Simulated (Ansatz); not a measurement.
`CC(=S)[SiH2]O` + H₂ → `CC([SiH3])=S` + H₂O  (hydrogenolysis of the Si–O bond)

Isolated molecules relaxed with PBE0-D4/def2-TZVP in Ansatz; ΔE leaves out vibrations. CCSD(T)/CBS is the MP2 limit (def2-TZVPP, def2-QZVPP) plus CCSD(T) − MP2 in def2-TZVPP, frozen cores. This one scheme is used for every species. DFT in def2-TZVPP. B3LYP here is the variant with VWN-RPA as its local correlation; programs differ in this. Each species was taken in one conformer, which may not be the lowest.

`CC(=S)[SiH2]O`:

Z-matrix (Å, degrees):
```
C
C 1 1.487
H 1 1.096 2 109.7
H 1 1.096 2 109.8 3 -116.0
H 1 1.090 2 112.2 3 122.0
S 2 1.622 1 123.3 3 -121.6
Si 2 1.897 1 119.9 3 58.4
O 7 1.633 2 108.6 1 -179.8
H 7 1.487 2 108.2 1 -58.6
H 7 1.487 2 108.2 1 59.1
H 8 0.969 7 111.3 2 -0.2
```

H₂:

Z-matrix (Å, degrees):
```
H
H 1 0.746
```

`CC([SiH3])=S`:

Z-matrix (Å, degrees):
```
C
C 1 1.489
H 1 1.097 2 109.9
H 1 1.090 2 111.9 3 122.1
H 1 1.096 2 109.9 3 -115.8
Si 2 1.895 1 120.3 3 57.3
S 2 1.619 1 123.6 3 -122.2
H 6 1.491 2 110.8 1 3.7
H 6 1.483 2 108.5 1 -116.0
H 6 1.482 2 108.9 1 124.0
```

H₂O:

Z-matrix (Å, degrees):
```
O
H 1 0.960
H 1 0.960 2 105.1
```

```json
{"level": "B3LYP-D4", "ΔE (kcal/mol)": "20.4"}
{"level": "r2SCANh-D4", "ΔE (kcal/mol)": "21.4"}
{"level": "MP2/def2-TZVPP", "ΔE (kcal/mol)": "20.9"}
{"level": "CCSD/CBS(def2)", "ΔE (kcal/mol)": "18.8"}
```

Question: What does CCSD(T)/CBS give? (An estimate is asked.)

Answer: Computed: +19.5 kcal/mol. The listed levels differ from it by 0.9, 1.9, 1.4, -0.7 kcal/mol.

Largest T1 diagnostic among the species: 0.016.

In def2-TZVPP, CCSD(T) changes the Hartree–Fock value by +1.5 kcal/mol (the triples alone add +0.7 kcal/mol) and MP2 by +3.1 kcal/mol. From r2SCAN to r2SCAN0 (25 % exact exchange), in def2-TZVPP and without D4, ΔE moves by −0.8 kcal/mol.
